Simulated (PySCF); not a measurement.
Match the calculated data to a structure.

All candidates are C6H9Cl.

| technique | computed result |
| --- | --- |
| Polarisability | 82.4 au [PBE0/def2-SVPD] |
| 1H NMR | chemical shifts (computed TMS as zero) by class: 6.05 (1 H), 2.26 (2 H), 2.25 (2 H), 1.68 (2 H), 1.54 (2 H) ppm [GIAO PBE0/pcSseg-1] |
| UV, strongest line | among the 6 lowest singlet transitions: S2 at 6.44 eV (193 nm, f = 0.178) [TDDFT PBE0/def2-SVPD] |
| NMR, other nuclei | isotropic shieldings of nuclei other than C and H, by class: 691 (1 Cl) ppm [GIAO PBE0/pcSseg-1] |
| Triplet | lowest triplet excitation (Tamm–Dancoff): 4.15 eV [TDA PBE0/def2-SVPD] |
| Rotational structure | rotational constants A, B, C: 4.637, 1.455, 1.161 GHz [GFN2-xTB] |
| UV, first state | lowest singlet excitation: 6.15 eV (202 nm, f = 0.019) [TDDFT PBE0/def2-SVPD] |
| 13C NMR | chemical shifts (computed TMS as zero) by class: 144.9 (1 C), 132.1 (1 C), 36.8 (1 C), 30.6 (1 C), 27.6 (1 C), 25.3 (1 C) ppm [GIAO PBE0/pcSseg-1] |

Gas-phase values; electronic properties from PySCF, density fitting. Levels stand in brackets. The structure is a single GFN2-xTB conformer in the gas phase; no vibrational or solvent corrections. NMR classes are plain means over equivalent atoms (diastereotopic ones count apart unless rotation or inversion swaps them), as if these changed places fast.

Question: Which candidate is it?
A. `C=C1CC[C@@H](Cl)C1`
B. `ClCC[C@@H]1[C@H]2C[C@@H]12`
C. `C=C[C@@H](C)C(=C)Cl`
D. `ClC1=CCCCC1`
E. `CC1=CC[C@@H](Cl)C1`

Answer: D. It is `ClC1=CCCCC1`. Numbering: `[Cl:1][C:2]1=[CH:3][CH2:4][CH2:5][CH2:6][CH2:7]1`. Its formula, C6H9Cl, gives 2 degrees of unsaturation: 1 ring and 1 π bond in the structure found. 6 carbons fall into 6 classes; from least to most shielded: vinylic C–Cl carbon [C2] (144.9 ppm), alkene CH carbon [C3] (132.1 ppm), allylic carbon [C7] (36.8 ppm), allylic carbon [C4] (30.6 ppm), ring CH2 carbon [C6] (27.6 ppm), ring CH2 carbon [C5] (25.3 ppm). Hydrogen classes from least to most shielded: 1 H on an alkene CH carbon, C3 (6.05 ppm), 2 H on an allylic carbon, C7 (2.26 ppm), 2 H on an allylic carbon, C4 (2.25 ppm), 2 H on a ring CH2 carbon, C6 (1.68 ppm), 2 H on a ring CH2 carbon, C5 (1.54 ppm). The other shieldings belong to: 691 ppm, vinyl chlorine [Cl1]. The optimised geometry has point group C1 and is an asymmetric top.

The others, at the same levels:
- `CC1=CC[C@@H](Cl)C1` fails: its computed 13C shifts are 145.8 (1 C), 129.2 (1 C), 63.2 (1 C), 53.6 (1 C), 50.2 (1 C), 19.3 (1 C) ppm, 1H shifts are 5.57 (1 H), 4.41 (1 H), 3.09 (1 H), 2.94 (1 H), 2.75 (1 H), 2.50 (1 H), 1.94 (3 H) ppm and lowest singlet excitation is 6.40 eV (194 nm, f = 0.003) (against 6.15 eV).
- `C=C1CC[C@@H](Cl)C1` fails: its computed 13C shifts are 158.0 (1 C), 114.6 (1 C), 67.4 (1 C), 48.0 (1 C), 40.9 (1 C), 33.7 (1 C) ppm, 1H shifts are 5.50 (1 H), 5.43 (1 H), 4.45 (1 H), 3.07 (1 H), 2.89 (1 H), 2.81 (1 H), 2.50 (1 H), 2.05 (1 H), 1.98 (1 H) ppm and rotational constant A is 3.832 GHz (against 4.637 GHz).
- `C=C[C@@H](C)C(=C)Cl` fails: its computed 13C shifts are 160.9 (1 C), 150.2 (1 C), 120.4 (1 C), 116.6 (1 C), 54.6 (1 C), 22.6 (1 C) ppm, 1H shifts are 6.39 (1 H), 5.47 (1 H), 5.34 (1 H), 5.30 (1 H), 5.25 (1 H), 2.95 (1 H), 1.26 (3 H) ppm and strongest line among the 6 lowest singlet transitions is S4 at 7.01 eV (177 nm, f = 0.142) (against S2 at 6.44 eV).
- `ClCC[C@@H]1[C@H]2C[C@@H]12` fails: it has 5 carbon classes against 6; its computed 13C shifts are 50.1 (1 C), 41.7 (1 C), 39.5 (1 C), 27.4 (1 C), 4.6 (2 C) ppm, 1H shifts are 3.50 (2 H), 1.69 (2 H), 1.64 (2 H), 1.16 (1 H), 0.28 (1 H), 0.19 (1 H) ppm and rotational constant A is 10.194 GHz (against 4.637 GHz).

Each candidate is one conformer, not necessarily the lowest. The conformers computed, where there is a choice (atom-mapped SMILES and torsion angles):
- `[CH2:1]=[CH:2][C@@H:3]([CH3:4])[C:5](=[CH2:6])[Cl:7]`: C1–C2–C3–C4 120°, C2–C3–C5–C6 116°
- `[Cl:1][CH2:2][CH2:3][C@@H:4]1[C@H:5]2[CH2:6][C@@H:7]12`: Cl1–C2–C3–C4 180°, C2–C3–C4–C5 -84°

The conformers of `ClC1=CCCCC1`, `CC1=CC[C@@H](Cl)C1` and `C=C1CC[C@@H](Cl)C1` aren't listed.
